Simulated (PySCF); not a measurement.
H₁₃NSi₆.
Bonds: Si1–N2, N2–Si3, Si3–Si4, Si4–Si5, Si5–Si6, Si6–Si7, Si3–Si7. Hydrogens: H8, H9, H10 on Si1; H11 on N2; H12 on Si3; H13, H14 on Si4; H15, H16 on Si5; H17, H18 on Si6; H19, H20 on Si7.

Computed with PySCF at PBE0/pcSseg-1 and CAM-B3LYP/def2-SVPD, non-relativistic, on one gas-phase PBE0-D3(BJ)/def2-SVP geometry that isn't relaxed in the solvent. The solvent is an IEF-PCM continuum (cavity from Bondi-type radii × 1.2). Only the electrostatic response of the medium enters.

Gas phase at PBE0/pcSseg-1: HOMO -6.99 eV, LUMO -1.12 eV, dipole 1.18 D.

Q: What does the continuum do to the energy, the frontier levels and the dipole at PBE0/pcSseg-1 in chloroform and acetone?

A: 
| solvent | ε | E(solvent) − E(gas) (kcal/mol) | polarisation term (kcal/mol) | distortion of the solute (kcal/mol) | HOMO (eV) | LUMO (eV) | dipole (D) |
| --- | --- | --- | --- | --- | --- | --- | --- |
| chloroform | 4.711 | -1.29 | -1.39 | 0.10 | -6.84 | -0.99 | 1.45 |
| acetone | 20.49 | -1.75 | -1.93 | 0.18 | -6.81 | -0.97 | 1.55 |

The polarisation term is half the interaction of the solute with the surface charges that it induces; the rest is the cost of distorting the solute's density. The sum is the electrostatic part of solvation alone. From chloroform to acetone the lowering changes by a factor 1.35, Onsager's factor (ε − 1)/(2ε + 1) by 1.30 and ε itself by 4.3.

Q: Which radius a makes the point-dipole formula ΔE = −[(ε − 1)/(2ε + 1)]·μ²/a³ give the value in acetone, with the gas-phase dipole?

A: μ = 0.464 au and |ΔE| = 0.00279 Eh give a = 1.75 Å; the farthest nucleus lies 4.00 Å from the centroid of the nuclei, so such a sphere wouldn't even hold the nuclei. The formula assumes a rigid point dipole at the centre of a sphere.

Q: Which IAO charges (PBE0/pcSseg-1) respond most in acetone (means over atoms taken as equivalent)?

A: 
| atoms | environment | gas (e) | solvent (e) | change |
| --- | --- | --- | --- | --- |
| H11 | N–H hydrogen | +0.267 | +0.284 | +0.017 |
| Si3 | SiH silicon | +0.496 | +0.502 | +0.006 |
| Si1 | SiH3 silicon | +0.733 | +0.738 | +0.005 |
| N2 | nitrogen bridging silicon atoms | -0.916 | -0.921 | -0.005 |
| H8/H9/H10 | Si–H hydrogen | -0.133 | -0.137 | -0.004 |
| H16/H17 | Si–H hydrogen | -0.076 | -0.079 | -0.003 |
| H15/H18 | Si–H hydrogen | -0.073 | -0.075 | -0.002 |
| H13/H20 | Si–H hydrogen | -0.078 | -0.080 | -0.002 |

Gas phase at CAM-B3LYP/def2-SVPD: HOMO -8.14 eV, LUMO -0.01 eV, dipole 1.13 D.

Q: What does the continuum do to the energy, the frontier levels and the dipole at CAM-B3LYP/def2-SVPD in acetone?

A: 
```csv
solvent,ε,E(solvent) − E(gas) (kcal/mol),polarisation term (kcal/mol),distortion of the solute (kcal/mol),HOMO (eV),LUMO (eV),dipole (D)
acetone,20.49,-1.78,-2.00,0.22,-7.97,0.16,1.55
```

Q: How does the static polarisability (CAM-B3LYP/def2-SVPD, frozen core, with the continuum's full static response) change?

A: 
```json
{"medium": "gas", "isotropic (au)": "178.5", "principal values (au)": "167.1, 182.7, 185.8", "⟨r²⟩ of the electrons (bohr²)": "2309.5"}
{"medium": "acetone", "isotropic (au)": "260.7", "principal values (au)": "239.4, 270.1, 272.7", "⟨r²⟩ of the electrons (bohr²)": "2310.1"}
```

The isotropic value in acetone is 1.46 times the gas-phase one; no cavity-field correction is applied. ⟨r²⟩ is taken about the centre of nuclear charge.

On an Arm Neoverse N1 with one thread, shared host with 64 logical CPUs at a one-minute load of 49, this took 78 s of wall time and 1.3 GiB of memory at its peak. This is the whole shielding run at PBE0/pcSseg-1 in acetone, SCF included.
